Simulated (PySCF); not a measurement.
All values below come from B3LYP-D3(BJ)/def2-TZVPD run with PySCF 2.14.0. Gas-phase values, no solvent. One relaxed conformer stands for a flexible species; it need not be the lowest. B3LYP has the VWN-RPA correlation part, as in Gaussian. 

Reference species (SMILES): `[SiH3][Al-][SH]` (lower singlet; Si–Al–S–H torsion 180°) (charge -1, multiplicity 1).

```json
{
  "HOMO": "-0.47 eV"
}
```

Changed species: `C=[CH][Al-][SiH3]` (lower singlet; C–C–Al–Si torsion 126°) (X = vinyl, multiplicity 1; the reference has X = mercapto, multiplicity 1).

Question: Give the shifts of the HOMO.

Answer: the HOMO increases by 0.31 eV, to -0.16 eV.
